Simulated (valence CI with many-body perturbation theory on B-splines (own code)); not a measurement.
Level structure of Hg LX

Computed by relativistic CI+MBPT: three valence electrons over a frozen Dirac-Fock core [Ar], radial functions for each j: 7 s, 7 p, 8 d, 6 f, 4 g, 1 h, with the one-electron correlation potential Σ1, the two-electron term Σ2, the three-electron term Σ3, Breit, model QED; selected CI, second order for the rest, scaled by the run's own slope (own B-spline code, finite nucleus).

The last digits are not significant, and no measured levels were compared; by estimate large intervals hold to a few tenths of a per cent, small ones and those within an open d or f shell to about a per cent. The list stops below the first excitations out of the core. Only levels of the ground parity were solved; by the run's estimate the other parity begins above the list, which can be wrong where configurations are misplaced.

Levels 1 to 16 of 16, with energies above the lowest level, (3d3/2^3) J=3/2. "Leading %" is the weight of the configuration and term that name the level; weights of strongly mixed levels are sums over their largest components and can fall short, so below about 35 % the name and the second component can differ from the true leading terms, or belong to a minority configuration. In the jj column 3d3/2^4 stands for four electrons in 3d with j = 3/2.

| No. | Configuration | Term | J | E (cm⁻¹) | Leading % | Leading jj | g | Second component |
| --- | --- | --- | --- | --- | --- | --- | --- | --- |
| 1 | 3d3 | 4F | 3/2 | 0 | 41 | 3d3/2^3 (99 %) | 0.734 | 41 % 3d3 2D |
| 2 | 3d3 | 4F | 5/2 | 788030 | 80 | 3d3/2^2 3d5/2 (100 %) | 1.052 | 18 % 3d3 2D |
| 3 | 3d3 | 4P | 3/2 | 842680 | 38 | 3d3/2^2 3d5/2 (99 %) | 1.154 | 34 % 3d3 4F |
| 4 | 3d3 | 2H | 9/2 | 873190 | 48 | 3d3/2^2 3d5/2 (100 %) | 1.024 | 41 % 3d3 2G |
| 5 | 3d3 | 2G | 7/2 | 878240 | 50 | 3d3/2^2 3d5/2 (98 %) | 1.028 | 28 % 3d3 4F |
| 6 | 3d3 | 4P | 1/2 | 890980 | 56 | 3d3/2^2 3d5/2 (100 %) | 1.782 | 44 % 3d3 2P |
| 7 | 3d3 | 2D | 5/2 | 1106700 | 48 | 3d3/2^2 3d5/2 (98 %) | 1.213 | 28 % 3d3 4P |
| 8 | 3d3 | 4F | 7/2 | 1651400 | 70 | 3d3/2 3d5/2^2 (99 %) | 1.123 | 28 % 3d3 2G |
| 9 | 3d3 | 4F | 9/2 | 1693200 | 49 | 3d3/2 3d5/2^2 (99 %) | 1.125 | 40 % 3d3 2H |
| 10 | 3d3 | 4P | 3/2 | 1741700 | 40 | 3d3/2 3d5/2^2 (100 %) | 1.094 | 37 % 3d3 2D |
| 11 | 3d3 | 2P | 1/2 | 1768100 | 56 | 3d3/2 3d5/2^2 (100 %) | 1.528 | 44 % 3d3 4P |
| 12 | 3d3 | 2H | 11/2 | 1775500 | 100 | 3d3/2 3d5/2^2 (100 %) | 1.077 |  |
| 13 | 3d3 | 4P | 5/2 | 1777700 | 42 | 3d3/2 3d5/2^2 (98 %) | 1.306 | 38 % 3d3 2D |
| 14 | 3d3 | 2F | 7/2 | 1860900 | 77 | 3d3/2 3d5/2^2 (99 %) | 1.077 | 21 % 3d3 2G |
| 15 | 3d3 | 2F | 5/2 | 1863000 | 45 | 3d3/2 3d5/2^2 (99 %) | 1.081 | 38 % 3d3 2D |
| 16 | 3d3 | 2D | 3/2 | 2049200 | 82 | 3d3/2 3d5/2^2 (98 %) | 0.862 | 14 % 3d3 2P |

The ionisation energy to 3d2 3F_2 of the next ion comes out as 6192.6 eV (NIST: 6192 ± 7 eV (theoretical)). All 16 levels together are meant to be complete up to 2078500 cm⁻¹.
